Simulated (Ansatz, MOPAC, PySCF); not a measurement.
System: BH2, net charge 1, singlet state. SMILES of the parent species: [BH2]
Geometry: optimised at B3LYP-D3(BJ)/def2-TZVP (Ansatz, a quantum-chemistry and plane-wave program).

Unscaled harmonic wavenumbers (cm⁻¹) in rising order, each level at the stationary point that it reaches from this structure (no distance between atoms moves by over 0.3 Å); the order of modes can differ between levels, and a negative number is imaginary. B3LYP-D3(BJ)/def2-TZVP (PySCF, at the structure above): 1001, 1001, 2670, 2960.

PM3 (MOPAC): 1035, 1035, 2224, 2250. Zero-point energy 9.4 against 10.9 kcal/mol; where all levels lie over 400 cm⁻¹, the wavenumbers are on average 0.915 times those of B3LYP-D3(BJ)/def2-TZVP.

B3LYP/6-31G* (Ansatz): 1000, 1000, 2716, 3000. Zero-point energy 11.0 against 10.9 kcal/mol; where all levels lie over 400 cm⁻¹, the wavenumbers are on average 1.007 times those of B3LYP-D3(BJ)/def2-TZVP.
